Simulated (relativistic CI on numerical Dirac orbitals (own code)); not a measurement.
**Ir4+: N6,7 absorption edge**

Computed with this model: Dirac-Coulomb-Breit CI, KLI orbitals optimised for each configuration, QED by a radiative potential, valence Slater integrals scaled by 0.8, multiplet model of core-to-valence dipole absorption; configurations [Xe] 4f14 5d5 → [Xe] 4f13 5d6; 80 K; Lorentzian 0.3 eV and Gaussian 0.3 eV FWHM. Energies are those of the free ion, without screening or charge transfer. The branching ratio is the share of the lower-energy edge in the whole absorption, uncertain by about 0.02 where the edges overlap. S is read from ⟨S²⟩ = S(S + 1).

Field parameters in Wybourne normalisation: Td as Oh with Dq negative (B⁴₀ = 21Dq, B⁴₄ = √(5/14) B⁴₀). The field is a parameter set, without covalency.

free ion: ground-state S = 2.36, centroid 63.89 eV. Peaks (eV, height): 63.4 (100), 65.3 (50).

Td, 10Dq = -3800 cm⁻¹: ground-state S = 2.35, centroid 63.88 eV. Peaks (eV, height): 63.4 (100), 65.3 (51).

Strongest unbroadened transitions for Td, 10Dq = -3800 cm⁻¹:

```csv
Energy (eV),Relative strength
62.33,53.5
62.72,15.0
62.87,74.1
62.88,60.5
63.08,12.9
63.30,24.4
63.36,94.3
63.37,100.0
63.41,19.9
63.42,16.6
63.45,23.2
63.48,64.4
63.70,14.4
65.21,31.3
65.27,22.9
65.30,54.0
65.33,14.9
65.96,14.2
```
